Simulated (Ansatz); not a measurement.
`[AlH2][S][SnH3]` + NH₃ → `[NH2][SnH3]` + `[AlH2][SH]` at 700 K and 1 bar (ligand exchange at the Sn–S bond).

Program: Ansatz. Geometries: PBE0-D4/def2-TZVP. ΔE: electronic, gas phase. CBS: MP2 limit from def2 TZ/QZ plus the TZ coupled-cluster correction, frozen cores. This one scheme is used for every species. Elements past krypton have def2 core potentials. For Sn outer-core shells are correlated without core-valence functions, which leaves a few kJ/mol of doubt a bond.

| species | CCSD(T)/CBS energy (Eh) | H − E (kJ/mol) | S (J/(mol·K)) |
| --- | --- | --- | --- |
| `[AlH2][S][SnH3]` | -856.85532 | 166.5 | 461.5 |
| NH₃ | -56.50880 | 116.9 | 226.5 |
| `[NH2][SnH3]` | -271.71442 | 171.8 | 369.2 |
| `[AlH2][SH]` | -641.61836 | 102.7 | 330.6 |

H − E and S are ideal-gas, rigid-rotor, harmonic terms from PBE0-D4/def2-TZVP. 1 Eh = 2625.50 kJ/mol, R = 8.31446 J/(mol·K).

Problem. By hand: ΔE, ΔH, ΔS and ΔG.

Solution. ΔE = (-271.71442) + (-641.61836) − (-856.85532) − (-56.50880) = 0.03134 Eh = 82.3 kJ/mol. Δ(H − E) = 171.8 + 102.7 − 166.5 − 116.9 = -8.9, so ΔH = 73.4 kJ/mol. ΔS = 369.2 + 330.6 − 461.5 − 226.5 = 11.8 J/(mol·K). ΔG = 73.4 − 700 × (11.8)/1000 = 65.1 kJ/mol.

Problem. By hand: the equilibrium constant, and the temperature at which ΔG would vanish if ΔH and ΔS stayed fixed.

Solution. log₁₀ K = −ΔG/(RT ln 10) = -4.9. ΔG = 0 at ΔH/ΔS = 6220 K, far beyond where these terms or the molecules hold.

The number of gas molecules stays the same, so ΔS is small and ΔH decides. A doubt of 5 kJ/mol in ΔE shifts log₁₀ K by 0.4 here. Modes under 60 cm⁻¹, often nearly free rotors, make the harmonic entropy too high. These are equilibria of isolated gas molecules and say nothing of rates. Largest T1 diagnostic: 0.013 (customary marks: 0.02 for closed shells, 0.045 for open ones).
